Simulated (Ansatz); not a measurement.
Isolated molecules relaxed with PBE0-D4/def2-TZVP in Ansatz; ΔE leaves out vibrations. CBS: MP2 limit from def2 TZ/QZ plus the TZ coupled-cluster correction, frozen cores. This one scheme is used for every species. Functionals use def2-TZVPP. One conformer a species, not always the lowest.

`OB(O)[SiH2]F` + `C[SiH2]O` → `C[SiH2]OB(O)O` + `F[SiH3]`  (cleavage of the B–Si bond)

Problem. Is it downhill or uphill in electronic energy at CCSD(T)/CBS, and by how much? (Estimate.)

Solution. Computed: Downhill: ΔE = -160.3 kJ/mol.

Problem. What do these levels give: r2SCAN-D4, PBE0-D4, ωB97X-V, HF/def2-TZVPP, MP2/def2-QZVPP, SCS-MP2/def2-QZVPP? (Best estimate.)

Solution. Computed: r2SCAN-D4 -158.4, PBE0-D4 -150.6, ωB97X-V -157.6, HF/def2-TZVPP -186.3, MP2/def2-QZVPP -165.0, SCS-MP2/def2-QZVPP -166.5 kJ/mol.

Largest T1 diagnostic among the species: 0.013.

In def2-TZVPP, CCSD(T) changes the Hartree–Fock value by +23.7 kJ/mol (the triples alone add +3.3 kJ/mol) and MP2 by +20.2 kJ/mol. From PBE to PBE0 (25 % exact exchange), in def2-TZVPP and without D4, ΔE moves by −11.7 kJ/mol.
